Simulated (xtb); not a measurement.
C3H9O, charge +1, singlet, from a rough starting geometry; xtb with GFN2-xTB.

Here is a job for xtb.
```
$ xtb mol.xyz --gfn 2 --chrg 1 --opt vtight --json

# file mol.xyz
13

O     -0.00193214    -0.80521737     0.02400566
C      0.02791050     0.65345159     0.06513965
C      1.38168168    -1.26623793     0.02660238
C     -1.42868825     1.06017635     0.08116954
H      0.53733437     1.06764251     0.94519506
H      0.53362177     1.02350632    -0.88417056
H      1.28790984    -2.34140216     0.06904572
H      1.90433192    -0.90542901    -0.87138795
H      1.87105260    -0.95387680     0.93454294
H     -1.97317760     0.78386338    -0.87794729
H     -1.98338406     0.75283376     0.89394799
H     -1.46422272     2.14856290     0.08319674
H     -0.61554142    -1.21896656    -0.57019781
```

What the program printed (banner, timings and long lists left out):

```
   ID    Z sym.   atoms
    1    8 O      1
    2    6 C      2-4
    3    1 H      5-13

           -------------------------------------------------
          |                Calculation Setup                |
           -------------------------------------------------

           -------------------------------------------------
          |                 G F N 2 - x T B                 |
           -------------------------------------------------

          ...................................................
          :                      SETUP                      :
          :.................................................:
          :  # basis functions                  25          :
          :  # atomic orbitals                  25          :
          :  # shells                           17          :
          :  # electrons                        26          :
          :  max. iterations                   250          :
          :  Hamiltonian                  GFN2-xTB          :
          :  restarted?                      false          :
          :  GBSA solvation                  false          :
          :  PC potential                    false          :
          :  electronic temp.          300.0000000     K    :
          :  accuracy                    1.0000000          :
          :  -> integral cutoff          0.2500000E+02      :
          :  -> integral neglect         0.1000000E-07      :
          :  -> SCF convergence          0.1000000E-05 Eh   :
          :  -> wf. convergence          0.1000000E-03 e    :
          :  Broyden damping             0.4000000          :
          :  net charge                          1          :
          :  unpaired electrons                  0          :
          ...................................................

 iter      E             dE          RMSdq      gap      omega  full diag
   1    -14.7412309 -0.147412E+02  0.397E+00    9.98       0.0  T
   2    -14.7642120 -0.229811E-01  0.265E+00    9.36       1.0  T
   3    -14.7655651 -0.135307E-02  0.788E-01    8.93       1.0  T
   4    -14.7661618 -0.596675E-03  0.171E-01    8.80       1.0  T
   5    -14.7662307 -0.689135E-04  0.720E-02    8.88       1.0  T
   6    -14.7662320 -0.131367E-05  0.981E-03    8.90       2.8  T
   7    -14.7662323 -0.232717E-06  0.334E-03    8.90       8.3  T
   8    -14.7662323 -0.138268E-07  0.914E-04    8.90      30.3  T
   9    -14.7662323 -0.392413E-09  0.334E-04    8.90      83.1  T

   *** convergence criteria satisfied after 9 iterations ***

         :::::::::::::::::::::::::::::::::::::::::::::::::::::
         ::                     SUMMARY                     ::
         :::::::::::::::::::::::::::::::::::::::::::::::::::::
         :: total energy             -14.587624107755 Eh    ::
         :: gradient norm              0.118136502951 Eh/a0 ::
         :: HOMO-LUMO gap              8.900873771651 eV    ::
         ::.................................................::
         :: SCC energy               -14.766229261906 Eh    ::
         :: -> isotropic ES            0.103663055968 Eh    ::
         :: -> anisotropic ES         -0.005057786794 Eh    ::
         :: -> anisotropic XC          0.009906952546 Eh    ::
         :: -> dispersion             -0.004204300290 Eh    ::
         :: repulsion energy           0.178605154152 Eh    ::
         :: add. restraining           0.000000000000 Eh    ::
         :: total charge               1.000000000000 e     ::
         :::::::::::::::::::::::::::::::::::::::::::::::::::::

      -----------------------------------------------------------
     |                   =====================                   |
     |                        A N C O P T                        |
     |                   =====================                   |
     |               Approximate Normal Coordinate               |
     |                Rational Function Optimizer                |
[...]
 * total energy  :   -14.6032728 Eh     change       -0.2086019E-04 Eh
 * total energy  :   -14.6032829 Eh     change       -0.1012037E-04 Eh
 * total energy  :   -14.6032991 Eh     change       -0.1619261E-04 Eh
 * total energy  :   -14.6033029 Eh     change       -0.3760774E-05 Eh
 * total energy  :   -14.6033048 Eh     change       -0.1887793E-05 Eh
 * total energy  :   -14.6033061 Eh     change       -0.1314847E-05 Eh
 * total energy  :   -14.6033073 Eh     change       -0.1197586E-05 Eh
 * total energy  :   -14.6033082 Eh     change       -0.8790577E-06 Eh
 * total energy  :   -14.6033086 Eh     change       -0.4196459E-06 Eh
 * total energy  :   -14.6033088 Eh     change       -0.1837981E-06 Eh
 * total energy  :   -14.6033089 Eh     change       -0.1138755E-06 Eh
 * total energy  :   -14.6033090 Eh     change       -0.8231693E-07 Eh
   *** GEOMETRY OPTIMIZATION CONVERGED AFTER 18 ITERATIONS ***
         :: total energy             -14.603308955419 Eh    ::
[...]
        16                         -0.1281315              -3.4866
        17                         -0.0756525              -2.0586
        18                         -0.0439199              -1.1951
        19                         -0.0309658              -0.8426
        20                         -0.0168424              -0.4583
        21                          0.0099497               0.2707
        22                          0.0153395               0.4174
        23                          0.0292653               0.7963
        24                          0.0661874               1.8011
        25                          0.0978965               2.6639
      -------------------------------------------------------------
                  HL-Gap            0.3314378 Eh            9.0189 eV
             Fermi-level           -0.4644901 Eh          -12.6394 eV

     #   Z          covCN         q      C6AA      α(0)
     1   8 O        2.489    -0.105    15.869     5.380
     2   6 C        3.672     0.031    20.284     6.455
     3   6 C        3.626    -0.033    21.615     6.698
     4   6 C        3.751    -0.146    23.379     6.896
     5   1 H        0.924     0.120     1.611     1.985
     6   1 H        0.924     0.098     1.806     2.102
     7   1 H        0.925     0.130     1.534     1.937
     8   1 H        0.924     0.110     1.699     2.038
     9   1 H        0.925     0.133     1.514     1.924
    10   1 H        0.925     0.078     1.997     2.210
    11   1 H        0.925     0.093     1.852     2.128
    12   1 H        0.925     0.111     1.687     2.031
    13   1 H        0.803     0.380     0.523     1.137

 Mol. C6AA /au·bohr⁶  :        846.084349
 Mol. C8AA /au·bohr⁸  :      17354.854381
 Mol. α(0) /au        :         42.919661

Wiberg/Mayer (AO) data.
largest (>0.10) Wiberg bond orders for each atom

 ---------------------------------------------------------------------------
     #   Z sym  total        # sym  WBO       # sym  WBO       # sym  WBO
 ---------------------------------------------------------------------------
     1   8 O    2.611 --     3 C    0.896     2 C    0.844    13 H    0.827
     2   6 C    3.836 --     4 C    1.028     6 H    0.967     5 H    0.962
                             1 O    0.844
     3   6 C    3.833 --     8 H    0.975     9 H    0.969     7 H    0.968
                             1 O    0.896
     4   6 C    3.970 --     2 C    1.028    10 H    0.978    11 H    0.977
                            12 H    0.962
     5   1 H    0.986 --     2 C    0.962
     6   1 H    0.990 --     2 C    0.967
     7   1 H    0.983 --     3 C    0.968
     8   1 H    0.988 --     3 C    0.975
     9   1 H    0.982 --     3 C    0.969
    10   1 H    0.994 --     4 C    0.978
    11   1 H    0.991 --     4 C    0.977
    12   1 H    0.987 --     4 C    0.962
    13   1 H    0.856 --     1 O    0.827
 ---------------------------------------------------------------------------

Topologies differ in total number of bonds
Writing topology from bond orders to xtbtopo.mol

molecular dipole:
                 x           y           z       tot (Debye)
 q only:        0.365      -0.748      -0.276
   full:        0.332      -0.856      -0.451       2.600
molecular quadrupole (traceless):
                xx          xy          yy          xz          yz          zz
 q only:        1.778      -4.548       2.999       0.737       1.509      -4.776
  q+dip:        0.228      -2.619       2.398       1.001       1.961      -2.626
   full:        0.827      -3.232       2.775       0.995       2.006      -3.603

optimized geometry written to: xtbopt.xyz

           -------------------------------------------------
          | TOTAL ENERGY              -14.603308955419 Eh   |
          | GRADIENT NORM               0.000043349639 Eh/α |
          | HOMO-LUMO GAP               9.018882535714 eV   |
           -------------------------------------------------
```
